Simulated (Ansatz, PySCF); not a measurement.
Gas-phase reaction (SMILES): [SiH2]1[SiH2][SiH2][SiH2]1 [tetrasiletane] + 4 [H][H] (H2) → 4 [SiH4] (SiH4); energy of full hydrogenation.

Structures are relaxed separately at B3LYP-D3(BJ)/def2-TZVP in Ansatz (an electronic-structure program), one conformer each, not searched for the lowest. Correlated levels leave the core frozen unless marked. Spin-orbit coupling is left out. No relativistic terms. CBS marks a two-point X^-3 extrapolation of the correlation energy; Hartree-Fock from the larger set. Thermal terms are rigid-rotor harmonic-oscillator values from B3LYP-D3(BJ) frequencies (Ansatz or PySCF) at 298.15 K and 1 atm. 1 Eh = 627.5095 kcal/mol.

```json
[
 {"species": "[SiH2]1[SiH2][SiH2][SiH2]1", "E, CCSD(T)/CBS(cc-pV(T+d)Z,cc-pV(Q+d)Z) (Ansatz) (Eh)": "-1161.09166", "E, PBE-D3(BJ)/def2-TZVPD (Ansatz + dftd3) (Eh)": "-1162.20473", "H - E (Eh)": "0.07720"},
 {"species": "[H][H] (H2)", "E, CCSD(T)/CBS(cc-pV(T+d)Z,cc-pV(Q+d)Z) (Ansatz) (Eh)": "-1.17450", "E, PBE-D3(BJ)/def2-TZVPD (Ansatz + dftd3) (Eh)": "-1.16598", "H - E (Eh)": "0.01336"},
 {"species": "[SiH4] (SiH4)", "E, CCSD(T)/CBS(cc-pV(T+d)Z,cc-pV(Q+d)Z) (Ansatz) (Eh)": "-291.45815", "E, PBE-D3(BJ)/def2-TZVPD (Ansatz + dftd3) (Eh)": "-291.72290", "H - E (Eh)": "0.03520"}
]
```

### Question
Work out ΔE and ΔH at 298.15 K at the first level, then ΔH at the second.

### Answer

1. ΔE = [4×(-291.45815)] - [(-1161.09166) + 4×(-1.17450)] = -0.04294 Eh = -26.9 kcal/mol at CCSD(T)/CBS(cc-pV(T+d)Z,cc-pV(Q+d)Z).
2. The terms H - E add up to 0.01016 Eh, so ΔH = (-0.04294 + (0.01016))×627.5095 = -20.6 kcal/mol.
3. At PBE-D3(BJ)/def2-TZVPD the same steps give ΔE = -14.4 and ΔH = -8.0 kcal/mol, a shift of +12.6 from the first level.
4. These values are not checked against measurement here, since the tables used lack a sound gas-phase enthalpy of formation for at least one species.
